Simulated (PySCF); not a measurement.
CTe2. Atoms are numbered in the order given.

```xyz
3

C      0.0000     0.0000     0.0000
Te     0.0000     0.0000    -1.9033
Te     0.0000     0.0000     1.9033
```

Geometry: B3LYP-D3(BJ)/def2-TZVP. The def2 effective core potentials stand for the cores of Te; spin–orbit coupling is left out.

These are B3LYP/def2-TZVPD in PySCF values and carry that method's errors.

Mulliken values depend strongly on the basis, most of all with diffuse functions as here. ESP charges are fitted to the potential on shells at 1.4 to 2.0 van der Waals radii. Atomic charges (e):

```
atom  Mulliken  ESP fit
----  --------  -------
C1       -0.59        ?
Te2       0.29        ?
Te3       0.29        ?
```

Task: Fill in the missing entries. (Estimate from the structure and the level; the computed values follow.)

Result: 
- C1, ESP fit: -0.32
- Te2, ESP fit: 0.16
- Te3, ESP fit: 0.16
